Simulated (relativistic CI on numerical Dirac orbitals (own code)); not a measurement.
# Mo⁺: 3p photoemission

Computed with this model: Dirac-Coulomb-Breit CI, orbitals from a KLI potential per configuration, a model potential for QED, valence Slater integrals scaled by 0.8, multiplet model of photoemission in the sudden approximation; configurations [Kr] 4d5 → [Ne] 3s2 3p5 3d10 4s2 4p6 4d5; 300 K; Lorentzian 1.4 eV and Gaussian 0.6 eV FWHM. Energies are those of the free ion, without screening or charge transfer. The energies are binding energies and can lie tens of eV above those of solids. S is read from ⟨S²⟩ = S(S + 1).

Field parameters in Wybourne normalisation: Oh B⁴₀ = 21Dq, B⁴₄ = √(5/14) B⁴₀. The field is a parameter set, without covalency.

free ion: ground-state S = 2.50, centroid 416.56 eV. Peaks (eV, height): 410.6 (100), 428.4 (54).

Oh, 10Dq = 15550 cm⁻¹: ground-state S = 0.54, centroid 417.14 eV. Peaks (eV, height): 411.2 (100), 429.0 (54).

Strongest unbroadened transitions for Oh, 10Dq = 15550 cm⁻¹:

```
Energy (eV)  Relative strength
     410.76                2.0
     410.96               38.3
     411.00              100.0
     411.06               15.1
     411.09               18.9
     411.16                2.3
     411.19               18.1
     411.33                2.7
     411.45                5.3
     411.54                3.4
     411.59               23.5
     411.63                2.8
     411.84                1.8
     428.99                6.9
     429.00                1.7
     429.03               83.0
     429.05               24.2
     429.10                6.6
```
